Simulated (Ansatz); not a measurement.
Cost and result up the ladder for `C[Si](C)(C)C#Cc1ccc(-c2ccc(-c3ccc(C#C[Si](C)(C)C)[se]3)[se]2)[se]1` (51 atoms). Charge 0, multiplicity 1. Geometry: PBE-D4/def2-SVP.

```xyz
51

C    -7.9388   -4.8420    4.4787
Si   -7.1838   -5.6627    2.9516
C    -8.4936   -5.8898    1.6077
C    -6.4102   -7.3251    3.4133
C    -5.8567   -4.5609    2.2877
C    -4.9679   -3.8216    1.8397
C    -3.9467   -2.9887    1.3605
C    -3.8336   -2.3529    0.1227
C    -2.6695   -1.5715   -0.0607
C    -1.7778   -1.5315    1.0138
C    -0.5288   -0.8317    1.1171
C     0.3687   -0.7831    2.1848
C     1.5292    0.0001    1.9909
C     1.6390    0.6323    0.7505
C     2.7036    1.4820    0.2850
C     3.8625    1.8488    0.9760
C     4.7534    2.7011    0.2851
C     4.3653    3.0721   -1.0045
C     5.0247    3.8955   -1.9275
C     5.5928    4.6208   -2.7571
Si    6.4416    5.7023   -3.9923
C     5.3368    7.1953   -4.3485
C     8.0935    6.2582   -3.2579
C     6.7214    4.7048   -5.5745
Se    2.6905    2.2807   -1.4296
Se    0.1312    0.2188   -0.3190
Se   -2.4355   -2.5893    2.4423
H    -8.3807   -3.8575    4.2241
H    -7.1710   -4.6797    5.2621
H    -8.7393   -5.4801    4.9077
H    -9.3113   -6.5472    1.9700
H    -8.9377   -4.9166    1.3159
H    -8.0556   -6.3527    0.7004
H    -5.6219   -7.1964    4.1826
H    -5.9489   -7.8086    2.5286
H    -7.1805   -8.0126    3.8211
H    -4.6112   -2.4657   -0.6455
H    -2.4714   -1.0234   -0.9946
H     0.1768   -1.3263    3.1228
H     2.3007    0.1087    2.7662
H     4.0644    1.4916    1.9958
H     5.6980    3.0616    0.7158
H     5.1486    7.7784   -3.4244
H     5.8172    7.8674   -5.0902
H     4.3565    6.8761   -4.7573
H     8.7406    5.3872   -3.0294
H     7.9393    6.8272   -2.3186
H     8.6354    6.9127   -3.9728
H     7.2298    5.3255   -6.3419
H     7.3523    3.8150   -5.3759
H     5.7584    4.3538   -5.9984
```

Ansatz on 2 threads of AMD EPYC 7R13 on a shared host and a share (18 GiB) of an NVIDIA H100 80GB HBM3. Times are rough, and most runs start from the orbitals of an earlier one. PBE0-D4/def2-TZVP serves as the yardstick here, not as an exact answer. Differences are given only for rows in sets of like size (and for xTB, whose basis is part of the method), since another set adds its own error. Binding counts from free atoms at the same level (C triplet, Si triplet, Se triplet, H doublet; other spins of the atoms weren't run), without zero-point energy or a counterpoise term.

Single mean-field runs in def2-SVP, def2-TZVP are fitted with def2-universal-jkfit.

| level | functions | wall time | binding energy per atom (eV) | difference from PBE0-D4/def2-TZVP (eV) |
| --- | --- | --- | --- | --- |
| PBE-D4/def2-TZVP | 1044 | 28 s | 4.80 | 0.10 |
| r2SCAN-D4/def2-TZVP (with forces) | 1044 | 38 s | 4.67 | -0.03 |
| PBE-D4/def2-SVP | 560 | 39 s | 4.85 | – |
| PBE0-D4/def2-SVP | 560 | 44 s | 4.75 | – |
| PBE0-D4/def2-TZVP (with forces) | 1044 | 2.4 min | 4.70 | 0.00 |
